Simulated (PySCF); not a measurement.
ZrCl3OH, optimised at PBE/def2-SVP:

```xyz
6

O      0.2997     0.6825    -1.7568
Zr     0.0622    -0.0044    -0.0080
Cl    -0.0298    -2.3551    -0.1151
Cl     1.8783     0.6693     1.3313
Cl    -1.9489     0.8407     0.8794
H      0.4216     1.0340    -2.6508
```

Energies from PySCF (xtb for GFN2), thermal terms from the rigid-rotor harmonic-oscillator model, ideal gas at 1 bar. All species are closed-shell singlets. Zr: scalar-relativistic def2 core potential, no spin-orbit coupling. ZrCl3OH: computed as isolated molecules; such fragments, hydroxides, amides, oligomers or adducts are transient or little studied in the gas.

Q: List the harmonic frequencies (cm⁻¹, unscaled) at this level and at the other levels, each on its own geometry.

A: 
- PBE/def2-SVP: 94, 94, 106, 141, 141, 286, 286, 367, 410, 410, 749, 3847
- GFN2-xTB: 67, 67, 99, 99, 105, 283, 283, 353, 390, 390, 646, 3626
- PBE0/def2-TZVP: 97, 98, 112, 146, 147, 244, 245, 382, 420, 420, 761, 3980
